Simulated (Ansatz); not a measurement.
BCl, singlet, geometry from GFN2-xTB; Ansatz (a quantum-chemistry and plane-wave program) with CCSD(T)/aug-cc-pVDZ.

Input for Ansatz:
Ansatz 0.2 input:
```yaml
crystal:
  periodic: [false, false, false]
  atoms:
    - {symbol: B, position_ang: [-0.00000000, -0.00000000, -1.22002676]}
    - {symbol: Cl, position_ang: [0.00000000, 0.00000000, 0.35883140]}
basis:
  gaussian:
    orbitals: aug-cc-pVDZ
magnetization: {spin_polarized: false}
correlation: {method: ccsd_t, electrons: all}
```

What the program printed (banner, timings and long lists left out):

```
Functional definition: HF
496 factors; integrals over basis functions are off by at most 8.2e-4 eV
mean field evaluation 1: about -13173.4336 eV, gradient 7.9e0 eV
mean field evaluation 2: about -13173.4355 eV, gradient 7.9e0 eV
mean field evaluation 4: about -13173.7367 eV, gradient 1.2e0 eV
mean field evaluation 8: about -13173.7441 eV, gradient 5.9e-4 eV
mean field evaluation 16: about -13173.7441 eV, gradient 2.4e-6 eV
mean field -13173.74406467 eV, -484.1261648921 hartree, gradient 2.4e-6 eV, S^2 0.000000; 0 other end points of the search recorded, 0 dependent functions left out; unrestricted orbitals would lower it
reference -13173.74406467 eV, -484.1261648921 hartree; 11, 11 occupied and 39, 39 virtual orbitals, 496 factors
second order -5.88592284 eV of doubles, -0.00000000 eV of singles
cycle   1  -6.30231641 eV  change   -4.2e-1 eV  update   7.3e-2
cycle   2  -6.52491978 eV  change   -2.2e-1 eV  update   3.0e-2
cycle   3  -6.57895539 eV  change   -5.4e-2 eV  update   1.4e-2
cycle   4  -6.57526068 eV  change    3.7e-3 eV  update   3.8e-3
cycle   5  -6.57579387 eV  change   -5.3e-4 eV  update   9.4e-4
cycle   6  -6.57591977 eV  change   -1.3e-4 eV  update   3.1e-4
cycle   7  -6.57596043 eV  change   -4.1e-5 eV  update   8.2e-5
cycle   8  -6.57600276 eV  change   -4.2e-5 eV  update   2.2e-5
cycle   9  -6.57600269 eV  change    7.9e-8 eV  update   7.9e-6
perturbative correction -0.23009328 eV, -0.0084557722 hartree
Total energy: -13180.55016064 eV, -484.3762843057 hartree
```
